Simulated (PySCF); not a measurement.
Rhodium: a sound run and one with changed settings

Sound run: Rh+ [Kr] 4d8, Rh(2+) [Kr] 4d7. All numbers are calculated (PySCF 2.14, the spin-free X2C one-electron Hamiltonian (Gaussian nucleus), in x2c-TZVPall). In the sound run the correlated levels freeze [Kr]. The sound run starts from symmetry-adapted Hartree-Fock orbitals and uses a fine grid where one is needed.

Changed run: basis STO-3G, all-electron and non-relativistic. This setting is unsound on purpose.

```csv
species,method,sound run (hartree),changed run (hartree),converged
Rh+,UHF,-4780.95532,-4639.36397,yes
Rh+,B3LYP,-4783.38046,-4641.09959,yes
Rh+,TPSS,-4783.13922,-4640.90275,yes
Rh+,MP2,-4781.12044,-4639.36481,yes
Rh(2+),UHF,-4780.36136,-4639.12579,yes
Rh(2+),B3LYP,-4782.70374,-4640.80436,yes
Rh(2+),TPSS,-4782.46928,-4640.61163,yes
Rh(2+),MP2,-4780.47976,-4639.12607,yes
```

Ionisation energy of Rh+:

| method | sound run (eV) | changed run (eV) |
| --- | --- | --- |
| UHF | 16.162 | 6.481 |
| B3LYP | 18.415 | 8.033 |
| TPSS | 18.230 | 7.922 |
| MP2 | 17.434 | 6.496 |
| SCS-MP2 | 17.444 | 6.498 |

A minimal basis cannot let orbitals breathe on ionisation and holds almost no correlation. The Hamiltonian changed with the basis, so the totals do not compare.

For comparison, NIST gives 18.08 eV between the lowest levels.
